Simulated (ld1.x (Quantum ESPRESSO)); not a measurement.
Transferability test, PAW potential for gallium (Ga)

* Element: gallium (Ga)
* Generator: ld1.x (Quantum ESPRESSO) 7.5
* Type: PAW
* Functional: PBE
* Relativity: scalar-relativistic
* Frozen core: [Ne] 3s2
* Valence charge: 19
* Reference configuration: 3p6 3d10 4s1 4p2
* Partial waves: 4s (bound): rcut 1.90, rcutus 2.25 bohr; 4s channel at 1.25 Ry: rcut 1.90, rcutus 2.25 bohr; 3p (bound): rcut 0.95, rcutus 1.05 bohr; 4p (bound): rcut 0.95, rcutus 1.05 bohr; 3d (bound): rcut 0.60, rcutus 0.70 bohr; 3d channel at -1.2 Ry: rcut 0.60, rcutus 0.70 bohr
* Local potential: all-electron potential smoothed inside 1.65 bohr (lloc = -1)
* Core correction: Bessel-smoothed model core inside 0.40 bohr
* Augmentation charge: BESSEL, radius 0.55 bohr

Energies are relative to the spin-unpolarised reference configuration 3p6 3d10 4s1 4p2; without spin polarisation the order of configurations can differ from experiment. The frozen-core shift is the all-electron ΔE with the core orbitals held at their reference shape minus the fully relaxed ΔE.

(1) Give the all-electron excitation energy and the error of the potential for: 3p6 3d10 4s2 4p1; 3p6 3d10 4s2 4p0; 3p6 3d10 4s1 4p0; 3p6 3d10 4s1 4p1; 3p6 3d10 4s0 4p3; 3p6 3d10 4s0 4p0; 3p6 3d10 4s2 4p1.3.

Levels in the configuration 3p6 3d10 4s0 4p0:

```json
{"level": "3p", "all-electron (eV)": "-132.493", "pseudo (eV)": "-132.536"}
{"level": "3d", "all-electron (eV)": "-52.485", "pseudo (eV)": "-52.518"}
```

Results:

(1)

| valence configuration | charge | ΔE all-electron (eV) | error AE − PS (meV) | frozen-core shift (meV) |
| --- | --- | --- | --- | --- |
| 3p6 3d10 4s2 4p1 | 0 | -6.538 | +38 | -0.6 |
| 3p6 3d10 4s2 4p0 | +1 | -0.850 | +64 | 0.0 |
| 3p6 3d10 4s1 4p0 | +2 | 20.278 | -3.1 | +2.0 |
| 3p6 3d10 4s1 4p1 | +1 | 6.523 | -0.9 | +0.7 |
| 3p6 3d10 4s0 4p3 | 0 | 6.833 | +16 | +0.7 |
| 3p6 3d10 4s0 4p0 | +3 | 51.550 | +16 | +5.4 |
| 3p6 3d10 4s2 4p1.3 | -0.3 | -7.072 | +34 | -0.6 |

A variational frozen-core shift is positive and of second order in the change. This column holds negative values, so the frozen-core run of ld1.x carries numerical noise or an error of first order here, and the column gives no more than the rough size of the effect.
